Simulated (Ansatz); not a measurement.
Coupled-cluster run, CH₃AlFNO.

```yaml
crystal:
  periodic: [false, false, false]
  atoms:
    - {symbol: N, position_ang: [0.830561, -0.543439, 1.295433]}
    - {symbol: C, position_ang: [-0.114815, -0.189140, 0.433557]}
    - {symbol: O, position_ang: [0.122887, 0.272384, -0.678106]}
    - {symbol: Al, position_ang: [-1.539528, 0.802810, -1.972090]}
    - {symbol: F, position_ang: [-0.455497, 1.292058, -3.159028]}
    - {symbol: H, position_ang: [1.800040, -0.435779, 1.042800]}
    - {symbol: H, position_ang: [0.595494, -0.918204, 2.197344]}
    - {symbol: H, position_ang: [-1.146943, -0.337791, 0.784391]}
basis:
  gaussian: {orbitals: def2-TZVPP}
correlation: {method: ccsd_t}
output: {orbitals: {seedname: orbitals}}
```

```sh
$ ansatz run in.yaml --threads 4 --pin off --events-out ev --progress --plain
```

Output of Ansatz, abridged:

```
Functional definition: HF
1287 factors; integrals over basis functions are off by at most 1.2e-3 eV
mean field evaluation 1: about -13886.0391 eV, gradient 5.0e1 eV
mean field evaluation 2: about -13886.2519 eV, gradient 5.1e1 eV
mean field evaluation 4: about -13891.1728 eV, gradient 4.0e0 eV
mean field evaluation 8: about -13891.2541 eV, gradient 5.1e-1 eV
mean field evaluation 16: about -13891.2552 eV, gradient 2.3e-6 eV
mean field -13891.25521998 eV, -510.4942135033 hartree, gradient 2.3e-6 eV, S^2 0.000000; 0 other end points of the search recorded, 0 dependent functions left out; unrestricted orbitals would lower it
9 core orbitals not correlated: weight in the atoms' cores, before any rotation towards them, 1.000 or more for the frozen orbitals, at most 0.000 for the correlated occupied ones
reference -13891.25521998 eV, -510.4942135033 hartree; 14, 14 occupied and 185, 185 virtual orbitals, 1287 factors
second order -24.87068268 eV of doubles, -0.00000000 eV of singles
cycle   1  -24.61303149 eV  change    2.6e-1 eV  update   1.3e-1
cycle   2  -25.24499834 eV  change   -6.3e-1 eV  update   4.3e-2
cycle   3  -25.42589128 eV  change   -1.8e-1 eV  update   2.4e-2
cycle   4  -25.39866025 eV  change    2.7e-2 eV  update   6.0e-3
cycle   5  -25.39216775 eV  change    6.5e-3 eV  update   2.5e-3
cycle   6  -25.39416373 eV  change   -2.0e-3 eV  update   8.6e-4
cycle   7  -25.39387827 eV  change    2.9e-4 eV  update   3.2e-4
cycle   8  -25.39365713 eV  change    2.2e-4 eV  update   1.2e-4
cycle   9  -25.39369812 eV  change   -4.1e-5 eV  update   4.5e-5
cycle  10  -25.39375575 eV  change   -5.8e-5 eV  update   1.9e-5
cycle  11  -25.39372459 eV  change    3.1e-5 eV  update   9.8e-6
perturbative correction -0.97483603 eV, -0.0358245633 hartree
Total energy: -13917.62378060 eV, -511.4632402330 hartree
```

Hardware: 4 threads of a server CPU on a shared host. Wall time 28 s, peak host memory 3.2 GiB.

Correlation energy per correlated electron: -0.942 eV. T1 diagnostic: 0.0161.
